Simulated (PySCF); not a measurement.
CH3F2GaO. Atoms are numbered in the order given.

```xyz
8

Ga     0.0197    -0.3685     0.0000
F      0.9490    -1.8322     0.0000
F     -1.7178    -0.5016     0.0000
O      0.7918     1.2051     0.0000
C      0.0600     2.4182     0.0000
H      0.3240     3.0092    -0.8931
H      0.3240     3.0092     0.8931
H     -1.0331     2.2605     0.0000
```

Coordinates come from a ωB97X-D3(BJ)/def2-SVP optimisation. One conformer was computed; it need not be the lowest.

These are C-PCM-M06-2X/def2-SVP (PySCF 2.14.0) values and carry that method's errors.

The values are the electrostatic part of the solvation free energy, E(continuum) − E(gas) at the gas-phase geometry, in a cavity of scaled van der Waals radii (PySCF's table); cavitation and dispersion terms are not included. A continuum can't describe solvent molecules that bind to the metal. In vacuum the orbital gap is 9.41 eV. The dipole moment in vacuum is 2.25 D.

Computed values in water (ε = 78.36), methanol (ε = 32.61), acetone (ε = 20.49):
```json
[
 {"solvent": "water", "ε": "78.36", "ΔG(elec) (kcal/mol)": "-8.6", "dipole (D)": "2.49", "gap (eV)": "9.44"},
 {"solvent": "methanol", "ε": "32.61", "ΔG(elec) (kcal/mol)": "-8.4", "dipole (D)": "2.48", "gap (eV)": "9.44"},
 {"solvent": "acetone", "ε": "20.49", "ΔG(elec) (kcal/mol)": "-8.3", "dipole (D)": "2.48", "gap (eV)": "9.44"}
]
```
